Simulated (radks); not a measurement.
Results of a calculation; reference values are marked as such.
Charge is removed step by step from the 2s up level of the carbon ion C3+, starting from [He] 2s(up 1, down 0). Code: a radial shooting solver on a logarithmic mesh with Libxc functionals. Model: scalar-relativistic Kohn-Sham, PBEsol, spin-polarised, spherical densities, point nucleus.

\begin{tabular}{lrr}
removed (e) & E - E(0) (eV) & eigenvalue (eV) \\ \hline
0 & 0.000 & -57.449 \\
0.1 & 5.821 & -58.971 \\
0.2 & 11.794 & -60.476 \\
0.3 & 17.915 & -61.956 \\
0.4 & 24.184 & -63.405 \\
0.5 & 30.595 & -64.809 \\
0.6 & 37.143 & -66.155 \\
0.7 & 43.823 & -67.423 \\
0.8 & 50.625 & -68.592 \\
0.9 & 57.538 & -69.659 \\
\end{tabular}

The mean slope of the eigenvalue, de/dn, is 13.6 eV per electron.
